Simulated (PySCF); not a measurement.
## Field gradients at the hydrogen positions

Isobutanesulfonyl chloride, C4H9ClO2S.
Cartesian coordinates in Å at the GFN2-xTB level; atoms count from 1:
```
atom  x, y, z in Å
C1    -0.8338   -0.4145    1.2336
C2    -0.5115   -0.3339   -0.2545
C3    -1.7282    0.1223   -1.0601
C4     0.6532    0.6128   -0.4819
S5     2.0713   -0.0629    0.4091
O6     2.1565   -1.4766    0.2455
O7     2.1878    0.4887    1.7193
Cl8    3.6118    0.7327   -0.6709
H9    -1.6591   -1.1015    1.4028
H10   -1.1158    0.5628    1.6201
H11    0.0299   -0.7688    1.7897
H12   -0.2034   -1.3255   -0.6003
H13   -1.4970    0.1668   -2.1214
H14   -2.5504   -0.5733   -0.9172
H15   -2.0516    1.1081   -0.7341
H16    0.4867    1.6011   -0.0644
H17    0.9466    0.6737   -1.5252
```

Level: PBE0/pcSseg-1 (PySCF, non-relativistic); Q(2H) = 0.00286 b; rigid geometry, the same for H and D, with no vibrational averaging.

Question: Rank these positions by the coupling χzz of a deuteron there, largest first.
A. H12 (methine hydrogen)
B. H13 (methyl hydrogen)
C. H17 (methylene hydrogen)

Answer: B (212 kHz), C (206 kHz), A (193 kHz).

Q: Tabulate Vzz, the asymmetry η and χzz = 234.96 MHz × Q × Vzz for every hydrogen position.

A: 
```json
{"atom": "H9", "bonded to": "C1", "bond length (Å)": "1.087", "Vzz (au)": "0.3156", "η": "0.03", "χzz (kHz)": "212"}
{"atom": "H10", "bonded to": "C1", "bond length (Å)": "1.088", "Vzz (au)": "0.3127", "η": "0.03", "χzz (kHz)": "210"}
{"atom": "H11", "bonded to": "C1", "bond length (Å)": "1.087", "Vzz (au)": "0.3065", "η": "0.08", "χzz (kHz)": "206"}
{"atom": "H12", "bonded to": "C2", "bond length (Å)": "1.094", "Vzz (au)": "0.2878", "η": "0.03", "χzz (kHz)": "193"}
{"atom": "H13", "bonded to": "C3", "bond length (Å)": "1.087", "Vzz (au)": "0.3150", "η": "0.03", "χzz (kHz)": "212"}
{"atom": "H14", "bonded to": "C3", "bond length (Å)": "1.086", "Vzz (au)": "0.3161", "η": "0.02", "χzz (kHz)": "212"}
{"atom": "H15", "bonded to": "C3", "bond length (Å)": "1.087", "Vzz (au)": "0.3135", "η": "0.03", "χzz (kHz)": "211"}
{"atom": "H16", "bonded to": "C4", "bond length (Å)": "1.086", "Vzz (au)": "0.3067", "η": "0.04", "χzz (kHz)": "206"}
{"atom": "H17", "bonded to": "C4", "bond length (Å)": "1.086", "Vzz (au)": "0.3064", "η": "0.06", "χzz (kHz)": "206"}
```

Q: A static deuteron (I = 1) shows a doublet split by (3/2)χ, (3/4)χ(1 + η) and (3/4)χ(1 − η) with the field along z, y and x of the gradient. What are these for H15?

A: With |χ| = 210.7 kHz and η = 0.025: 316, 162 and 154 kHz, to first order and without motion.

The structure is a single GFN2-xTB conformer in the gas phase; no vibrational or solvent corrections. GFN2-xTB bond lengths can be off by several hundredths of an ångström, more for odd bonds, and the gradients follow them. The basis is small and wasn't made for field gradients, so the couplings can be 20 % off.

The run behind these numbers computed NMR shieldings as well. Hardware: Arm Neoverse N1, one thread, shared host. Cost: 59 s wall.
